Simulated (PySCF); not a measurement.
Core-level binding energies of `[BH3-]B(Cl)Cl`

Compound: B2Cl2H3 (charge -1).
SMILES with atom numbers: `[BH3-:1][B:2]([Cl:3])[Cl:4]`

Level of theory: delta-SCF UKS SCAN, pcX-2 on the ionised atom, pcseg-1 elsewhere, spin-free X2C (PySCF 2.14.0). These are vertical core ionisation energies against the vacuum level, from separate self-consistent calculations with and without the core hole.

Q: What binding energy does each computed site have?

A: 
```
atom(s)   bonded to     level  binding energy (eV)  2p1/2 (eV)  above the level's lowest (eV)  count
Cl3/Cl4           B     Cl 1s              2823.99           –                           0.00      2
Cl3/Cl4           B  Cl 2p3/2               201.44      203.09                           0.00      2
     B2  2 Cl and B      B 1s               192.56           –                          +4.62      1
     B1   3 H and B      B 1s               187.94           –                           0.00      1
```

Lowest listed B 1s: B1, bonded to 3 H and B. Highest, 4.62 eV above it: B2, bonded to 2 Cl and B. Summing the Pauling electronegativity differences to the bonded atoms, each weighted by its formal bond order, gives +0.48 for the lowest site and +2.24 for the highest.

Q: Which photon wavelength matches the Cl 2p3/2 of Cl3/Cl4 threshold?

A: λ = hc/E = 12398.42 eV Å / 201.44 eV = 61.549 Å.

Q: Which photon energy gives electrons from Cl 2p3/2 of Cl3/Cl4 a kinetic energy of 150 eV, and what is their de Broglie wavelength?

A: hν = 201.44 + 150 = 351.44 eV, recoil neglected; λ = 12.264 Å/√(E/eV) = 1.00 Å.

Topologically equivalent atoms share the value of their first member; where this conformer doesn't relate them by symmetry, their own values could differ. The unrestricted hole states depart most from a pure doublet (⟨S²⟩ = 0.75; over 0.85 named) for B 1s of B2 (0.87), which makes this value less certain. Spin–orbit coupling isn't in the SCF: each 2p doublet comes from a relaxed spin-free hole plus a matrix of the shell (mean-field spin–orbit coupling and the ground-state 2p splitting), with 2p3/2 averaged over its two sublevels. 2p1/2 minus 2p3/2 (ligand field included): Cl 1.65 eV. The species carries charge -1, so core ionisation leaves a neutral species. The basis sets have no added diffuse functions. Isolated species at its PBE0-D3(BJ)/def2-SVP geometry, gas phase. The geometry's basis has no diffuse functions, a weakness for an anion.
